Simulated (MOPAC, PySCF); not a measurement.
[Ta(F)2(OH)3], neutral singlet in the gas phase. 

Cartesian coordinates (Å):
```xyz
9

Ta    -0.0233    -0.0369    -0.0869
F      0.8254     1.3163     0.9853
F     -1.6254     0.3777     0.8221
O      1.2369    -1.2563     0.6754
H      1.9145    -0.9347     1.2866
O      0.5277     0.9926    -1.6010
H      1.0535     1.7952    -1.4762
O     -0.8206    -1.3669    -1.1527
H     -1.2117    -2.0472    -1.7037
```
Charge 0, spin multiplicity 1.

All levels are single points at this geometry (r2SCAN-D4/def2-SVP); Pople sets use spherical d functions. Orbital energies aren't observables, and empty levels follow the basis.

| level | HOMO (eV) | LUMO (eV) | gap (eV) | dipole (D) | vertical IE, Delta-SCF (eV) |
|---|---|---|---|---|---|
| B3LYP-D3(BJ)/def2-TZVP in PySCF | -9.35 | -1.69 | 7.66 | 1.95 | – |
| PBE-D3(BJ)/def2-TZVP in PySCF | -7.85 | -2.25 | 5.60 | 1.90 | – |
| TPSSh-D3(BJ)/def2-TZVP in PySCF | -8.64 | -1.84 | 6.80 | 1.91 | – |
| B3LYP/6-311+G** (LANL2DZ on Ta) in PySCF | -9.60 | -2.42 | 7.18 | 2.15 | – |
| B3LYP/6-31G* (LANL2DZ on Ta) in PySCF | -9.06 | -1.74 | 7.32 | 1.87 | 11.46 |
| B3LYP/LANL2DZ in PySCF | -9.42 | -2.30 | 7.12 | 2.18 | – |
| BP86/6-31G* (LANL2DZ on Ta) in PySCF | -7.68 | -2.34 | 5.33 | 1.80 | – |
| M06-2X/6-31G* (LANL2DZ on Ta) in PySCF | -11.17 | -0.66 | 10.52 | 1.93 | – |
| PBE/6-31G* (LANL2DZ on Ta) in PySCF | -7.56 | -2.23 | 5.33 | 1.80 | – |
| SVWN5/6-31G* (LANL2DZ on Ta) in PySCF | -7.74 | -2.40 | 5.35 | 1.86 | – |
| HF/6-31G* (LANL2DZ on Ta) in PySCF | -14.04 | 1.98 | 16.02 | 1.90 | – |
| PM6 in MOPAC | -10.61 | -1.09 | 9.52 | 3.44 | – |
| PM7 in MOPAC | -10.81 | -1.15 | 9.66 | 3.33 | – |
